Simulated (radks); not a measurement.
Values are calculated unless marked as measured or tabulated.
The oxygen anion O2-, [Ne], held by a Watson sphere: a shell of charge +1.99 at radius R that stands for the Madelung well of a crystal (potential energy -1.99/R inside, -1.99/r outside, in hartree with lengths in bohr). Level of theory: non-relativistic Kohn-Sham, PBEsol, spin-unpolarised, spherical densities, point nucleus (a radial shooting solver on a logarithmic mesh with Libxc functionals). Response by self-consistent Sternheimer equations with the Hartree and adiabatic LDA kernel. The sphere does not respond.

| R (bohr) | e(1s) (eV) | e(2s) (eV) | e(2p) (eV) | <r> 2p (bohr) | sum of <r^2> (bohr^2) | X-ray form factor at sin(theta)/lambda = 0.2 1/angstrom | alpha (bohr^3) |
|---|---|---|---|---|---|---|---|
| 1.84 | -506.10 | -22.554 | -8.189 | 1.453 | 20.59 | 6.181 | 12.54 |
| 2.01 | -506.12 | -21.766 | -7.568 | 1.494 | 21.79 | 6.086 | 14.86 |
| 2.03 | -506.11 | -21.679 | -7.497 | 1.499 | 21.93 | 6.076 | 15.16 |
| 2.19 | -506.06 | -21.020 | -6.956 | 1.536 | 23.05 | 6.001 | 17.76 |
| 2.53 | -505.81 | -19.837 | -5.933 | 1.610 | 25.44 | 5.878 | 24.70 |
| 2.86 | -505.49 | -18.928 | -5.097 | 1.677 | 27.79 | 5.795 | 33.75 |
| 3.05 | -505.30 | -18.491 | -4.679 | 1.713 | 29.18 | 5.761 | 40.24 |
| 3.94 | -504.49 | -17.055 | -3.213 | 1.875 | 36.24 | 5.679 | 89.06 |
